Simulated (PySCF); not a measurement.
## State search for SnCl

Unrestricted PBE0; basis Sn cc-pVTZ-PP with ECP28, Cl cc-pV(T+d)Z; scalar-relativistic core potentials; PySCF 2.14. Outer shells of the fragments: Sn 4d10 5s2 5p2; Cl 3s2 3p5.

Followed along the bond (rough minima from three points):

| 2Ms+1 | unpaired | ⟨S²⟩ at the start | R at minimum (Å) | Te (eV) |
| --- | --- | --- | --- | --- |
| 2 | π ↑ | 0.75 | 2.38 | 0.00 |
| 4 | σ ↑, π ↑↑ | 3.75 | 2.40 | 3.38 |

Solutions found at the starting distance of 2.320 Å, counted from the lowest of them; the search is not exhaustive and high or unbound solutions are not listed, so other states can lie among these:

```json
{"2Ms+1": "2", "unpaired": "π ↑", "term": "²Π", "E (eV)": "0.00", "⟨S²⟩": "0.75", "⟨Lz²⟩": "1.01", "μ (D)": "-2.26"}
{"2Ms+1": "2", "unpaired": "σ ↑", "term": "²Σ⁺", "E (eV)": "2.62", "⟨S²⟩": "0.75", "⟨Lz²⟩": "0.00", "μ (D)": "-1.42"}
{"2Ms+1": "4", "unpaired": "σ ↑, π ↑↑", "term": "⁴Σ⁻", "E (eV)": "3.38", "⟨S²⟩": "3.75", "⟨Lz²⟩": "0.00", "μ (D)": "-1.09"}
{"2Ms+1": "2", "unpaired": "σ ↑, π ↑↓", "term": "mixed", "E (eV)": "4.13", "⟨S²⟩": "1.76", "⟨Lz²⟩": "2.02", "μ (D)": "-0.55"}
{"2Ms+1": "2", "unpaired": "σ ↓, π ↑↑", "term": "mixed", "E (eV)": "4.22", "⟨S²⟩": "1.77", "⟨Lz²⟩": "0.00", "μ (D)": "-0.15"}
{"2Ms+1": "4", "unpaired": "π ↑↑↑", "term": "⁴Π", "E (eV)": "4.87", "⟨S²⟩": "3.76", "⟨Lz²⟩": "1.01", "μ (D)": "3.05"}
{"2Ms+1": "4", "unpaired": "σ ↑↑, π ↑", "term": "⁴Π", "E (eV)": "5.75", "⟨S²⟩": "3.75", "⟨Lz²⟩": "1.00", "μ (D)": "-0.12"}
{"2Ms+1": "4", "unpaired": "σ ↑, π ↑↑", "term": "mixed", "E (eV)": "6.86", "⟨S²⟩": "3.76", "⟨Lz²⟩": "2.02", "μ (D)": "3.31"}
{"2Ms+1": "4", "unpaired": "σ ↑, π ↑↑", "term": "mixed", "E (eV)": "7.02", "⟨S²⟩": "3.76", "⟨Lz²⟩": "2.02", "μ (D)": "3.35"}
```

A term symbol is given only where ⟨S²⟩ and ⟨Lz²⟩ are close to those of a pure state; real π, δ and φ orbitals otherwise mix terms. A positive dipole means Sn(−)Cl(+).

Spin–orbit coupling is left out. Counting both spins, an empty level lies below a filled one in some of these solutions, because spin and occupation are held.
